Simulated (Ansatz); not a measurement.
Atomisation energy: 6 cases among silicon compounds with O, N or halogens, in kcal/mol. Each molecule is optimised on its own at B3LYP-D3(BJ)/def2-TZVP (Ansatz, an electronic-structure program), one conformer each, not searched for the lowest. Cores are frozen in the correlated levels unless marked. Open shells are spin-unrestricted. Spin-orbit coupling is left out. Non-relativistic. Atomisation energies are electronic, to ground-state atoms; the column to compare with has the core term from cc-pwCVTZ added, other frozen-core levels have none. The column to compare with is coupled cluster with Ansatz, a level with limits of its own, on species with small T1 and stable references: CCSD(T)/CBS(cc-pV(T+d)Z,cc-pV(Q+d)Z). Basis-set limits of correlation are two-point, X^-3; Hartree-Fock from the larger set.

The cases are all of a share (6 cases) of this class's members that had been run, up to Cl and in the lowest spin state found, with this coupled-cluster level, T1 under 0.025 (0.045 for open shells), stable and nearly pure references and no caution of the program. Left out: atoms, ions and triplets as subjects, saddle points, species that the lists mark as multireference, runs with a caution of the program, species with a measured enthalpy of formation or without the core term. The levels beside PBE were drawn at random too.

```csv
species (SMILES),coupled cluster,difference of PBE/def2-TZVPD (Ansatz),difference of SVWN5/def2-TZVPD (Ansatz),difference of PBE-D3(BJ)/def2-TZVPD (Ansatz + dftd3),difference of HSE06/def2-TZVPD (Ansatz),"difference of RI-MP2/CBS(aug-cc-pV(T+d)Z,aug-cc-pV(Q+d)Z) (Ansatz)","difference of RI-MP2/CBS(cc-pV(T+d)Z,cc-pV(Q+d)Z) (Ansatz)"
O[Si](Cl)(Cl)Cl [trichloro(hydroxy)silane],519.9,-4.4,72.2,0.5,-12.6,23.4,22.8
[SiH3]c1ccc[nH]1 [1H-pyrrol-2-ylsilane],1287.0,28.6,193.3,36.1,6.8,24.1,23.5
[SiH3]OCO[SiH3],1084.8,-11.2,134.4,-4.8,-23.6,10.6,10.0
N[SiH2][SiH](N)N,1121.4,-1.6,143.2,5.9,-18.3,4.3,3.4
[SiH3]N[SiH3],743.8,-16.8,71.4,-12.2,-18.7,-3.7,-4.2
C[SiH](C)[SiH2]Cl,1162.9,-9.4,124.9,-1.0,-12.5,1.3,1.1
```

```tsv
level	mean signed difference	median signed difference	mean absolute difference
PBE/def2-TZVPD (Ansatz)	-2.47	-6.90	12.00
SVWN5/def2-TZVPD (Ansatz)	123.23	129.65	123.23
PBE-D3(BJ)/def2-TZVPD (Ansatz + dftd3)	4.08	-0.25	10.08
HSE06/def2-TZVPD (Ansatz)	-13.15	-15.45	15.42
RI-MP2/CBS(aug-cc-pV(T+d)Z,aug-cc-pV(Q+d)Z) (Ansatz)	10.00	7.45	11.23
RI-MP2/CBS(cc-pV(T+d)Z,cc-pV(Q+d)Z) (Ansatz)	9.43	6.70	10.83
```

PBE lies above in 1 of 6 cases and within 1 kcal/mol in 0; its mean signed difference is -2.47, the median -6.90, the mean absolute difference 12.00, and the range -16.8 to 28.6 kcal/mol.
